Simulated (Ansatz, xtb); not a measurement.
**Ranking isomers of C4H5F3**

3 gas-phase structures of C4H5F3, from a drawn sample of its isomers (lower ones may exist). Each was relaxed with GFN2-xTB:

A. `C=C(C)C(F)(F)F`, a singlet
B. `C/C=C/C(F)(F)F`, a singlet
C. `C/C=C\C(F)(F)F`, a singlet

**Question.** Estimate their order in r2SCAN-D4/def2-SVP//GFN2-xTB energy at these geometries, lowest first.

**Answer.** Calculated order at r2SCAN-D4/def2-SVP//GFN2-xTB: A (0.0), B (0.5), C (2.5) kcal/mol. Less than 1 kcal/mol parts A and B, so the order within that pair means little.

Energies above the lowest of each column, in kcal/mol; the last columns are at r2SCAN-D4/def2-SVP geometries:

| structure | GFN2-xTB | HF/STO-3G | r2SCAN-D4/def2-SVP//GFN2-xTB | r2SCAN-D4/def2-SVP | CCSD(T)/def2-SVP + ΔMP2/def2-TZVPP |
| --- | --- | --- | --- | --- | --- |
| A | 0.3 | 0.3 | 0.0 | 0.0 | 0.0 |
| B | 0.0 | 0.0 | 0.5 | 0.5 | 0.5 |
| C | 1.0 | 1.5 | 2.5 | 2.6 | 2.6 |

CCSD(T)/def2-SVP + ΔMP2/def2-TZVPP has A and B within 1 kcal/mol of each other at the bottom, and every level picks one of them. ΔMP2 is the change of the MP2 energy from the smaller to the larger basis.

Programs: Ansatz 0.2.0, xtb 6.7.1.
